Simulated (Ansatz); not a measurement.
WS₂, relaxed as a singlet with RKS PBE-D4/def2-TZVP in Ansatz, starting from the GFN2-xTB geometry. Force threshold 0.02 eV/Å.

In the def2 sets W takes a core potential; there is no spin–orbit coupling. The structure comes from a short search, and lower isomers may exist.

Start:

```tsv
atom	x (Å)	y (Å)	z (Å)
W1	0.7600	-0.5603	-1.0563
S2	0.4571	0.4199	1.0558
S3	-1.2171	0.1403	0.0006
```

```tsv
step	energy (eV)	largest force component (eV/Å)	SCF passes
1	-23486.3345	2.713	48
2	-23486.6226	0.872	29
3	-23486.6379	0.050	23
4	-23486.6380	0.031	26
5	-23486.6380	0.001	27
6	-23486.6380	0.001	15
7	-23486.6380	0.002	16
8	-23486.6380	0.003	27
9	-23486.6380	0.007	26
10	-23486.6381	0.014	26
11	-23486.6382	0.027	26
12	-23486.6388	0.052	25
13	-23486.6410	0.117	34
14	-23486.6489	0.244	40
15	-23486.6523	0.191	26
16	-23486.6764	0.204	37
17 (rejected)	-23486.3149	5.819	34
18	-23486.6885	0.273	32
19	-23486.7036	0.450	33
20	-23486.7327	0.755	30
21	-23486.9680	2.300	43
22	-23487.6961	5.661	42
23	-23489.0476	4.815	34
24	-23489.5603	3.575	34
25	-23489.6776	1.228	29
26	-23489.7164	0.032	30
27	-23489.7165	0.001	25
```

Force components are those of the run's own axes.

End:

```
atom   x (Å)   y (Å)   z (Å)
  W1   0.423  -0.333  -0.635
  S2   1.236   0.381   1.170
  S3  -1.659  -0.048  -0.535
```

Bonds lost: S2–S3 (atoms count from 1). The end is the same structure that another start reached, the lowest one found.

The force fell under the threshold at step 5, but the optimiser went on and released 3.078 eV more. No frequencies were taken in this run, so the end may be a saddle point.

It took 60 s on 2 threads of Arm Neoverse N1 on a shared host.
